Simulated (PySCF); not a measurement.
A GIAO shielding run with PySCF 2.14 (density fitting, non-relativistic, gas phase) on SMILES C=C[Si@H](NC)N[SiH3], C3H12N2Si2:

```
$ OMP_NUM_THREADS=1 python probes_run.py task.json out

{"job": {"kind": "nmr", "xc": "PBE0", "basis": "pcSseg-1"}, "charge": 0, "multiplicity": 1}
C      0.106670     2.883098     0.345090
C     -0.661225     1.841223     0.614150
Si    -0.418181     0.154529    -0.185209
N     -1.738139    -0.800006     0.372876
C     -1.892668    -2.189616     0.016443
N      1.004201    -0.681971     0.358558
Si     2.654005    -0.274592     0.050068
H     -0.017830     3.844517     0.822088
H      0.905724     2.817648    -0.375962
H     -1.446907     1.961713     1.350972
H     -0.252597     0.277330    -1.641308
H     -2.632698    -0.341455     0.454205
H     -0.906459    -2.641719    -0.046462
H     -2.391579    -2.324105    -0.949581
H     -2.473271    -2.711598     0.780449
H      0.849982    -1.255245     1.173163
H      2.802221    -0.135208    -1.397963
H      3.059747     0.977261     0.702992
H      3.439200    -1.392554     0.578297
```

Hardware: 1 thread of an Arm Neoverse N1, shared host. The job also computes population analyses, field gradients.

Q: How large is the calculation?

A: 72 electrons, 193 basis functions and 1039 auxiliary functions.

Q: How long does it take, and how much memory does it need?

A: 69 s of wall time, with 14 SCF cycles and 5 response iterations; peak memory 0.86 GiB. Times on a shared host scatter by some tens of per cent.
